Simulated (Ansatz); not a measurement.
Reaction (redistribution): `N[SiH2]O[Si](N)(O)O` + `[NH2][GeH2][Si](N)(F)F` → `[NH2][GeH2][Si](N)(O)O` + `N[SiH2]O[Si](N)(F)F`

Gas-phase electronic energies from Ansatz, PBE0-D4/def2-TZVP geometries. CCSD(T)/CBS is the MP2 limit (def2-TZVPP, def2-QZVPP) plus CCSD(T) − MP2 in def2-TZVPP, frozen cores. Functionals use def2-TZVPP. B3LYP here is the variant with VWN-RPA as its local correlation; programs differ in this. For Ge outer-core shells are correlated without core-valence functions, which leaves a few kJ/mol of doubt a bond. Scalar relativity is left out up to krypton. Each species was taken in one conformer, which may not be the lowest.

Is it downhill or uphill in electronic energy at CCSD(T)/CBS, and by how much? (An estimate is asked.)

The calculation gave: Nearly level: ΔE = -0.7 kJ/mol.

What do these levels give: B3LYP, MP2/def2-TZVPP, SCS-MP2/def2-TZVPP, CCSD(T)/def2-TZVPP, MP2/def2-QZVPP, MP2/CBS(def2)? (Estimate.)

Ansatz gave: B3LYP 0.0, MP2/def2-TZVPP 0.2, SCS-MP2/def2-TZVPP -0.1, CCSD(T)/def2-TZVPP 1.2, MP2/def2-QZVPP -1.2, MP2/CBS(def2) -1.7 kJ/mol.

Largest T1 diagnostic among the species: 0.012.

In def2-TZVPP, CCSD(T) changes the Hartree–Fock value by +5.2 kJ/mol (the triples alone add +1.1 kJ/mol) and MP2 by +4.2 kJ/mol.
